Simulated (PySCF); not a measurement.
**Spin-orbit coupling and the second ionisation energy along the lanthanides**

Two-component X2C-1e calculated with PySCF 2.14: MP2 on generalised Hartree-Fock spinors (GMP2), with spin-orbit coupling off and on (screened by Boettger's factors); no Breit or QED terms. Values in eV; the references (NIST) lie between the lowest levels. Elements whose determinants are no pure J levels are left out.

```
                               element                 configurations  spin-free  with spin-orbit   shift          reference
Eu (x2c-TZVPPall-2c, [Ar] 3d10 frozen)        [Xe] 4f7 6s1 → [Xe] 4f7     11.284           11.285   0.001  11.24 ± 0.006 (s)
Tb (x2c-QZVPPall-2c, [Ar] 3d10 frozen)        [Xe] 4f9 6s1 → [Xe] 4f9     11.620           11.619  -0.001  11.513 ± 0.02 (s)
Dy (x2c-TZVPPall-2c, [Ar] 3d10 frozen)      [Xe] 4f10 6s1 → [Xe] 4f10     11.699           11.699   0.000  11.647 ± 0.02 (s)
Ho (x2c-TZVPPall-2c, [Ar] 3d10 frozen)      [Xe] 4f11 6s1 → [Xe] 4f11     11.829           11.831   0.001  11.781 ± 0.02 (s)
Er (x2c-QZVPPall-2c, [Ar] 3d10 frozen)      [Xe] 4f12 6s1 → [Xe] 4f12     12.034           12.039   0.004  11.916 ± 0.02 (s)
Yb (x2c-TZVPPall-2c, [Ar] 3d10 frozen)      [Xe] 4f14 6s1 → [Xe] 4f14     12.211           12.215   0.004             12.179
Lu (x2c-TZVPPall-2c, [Ar] 3d10 frozen)  [Xe] 4f14 6s2 → [Xe] 4f14 6s1     13.989           13.993   0.004   14.13 ± 0.05 (s)
```

Problem. Estimate the missing row, Tm (x2c-TZVPPall-2c, [Ar] 3d10 frozen).

Solution. The calculation gives spin-free 12.090; with spin-orbit 12.093; shift 0.003. The reference value is 12.065 ± 0.02 (s).

What remains against the references is mostly the basis and correlation beyond MP2. References marked (s) are semi-empirical, (t) theoretical.
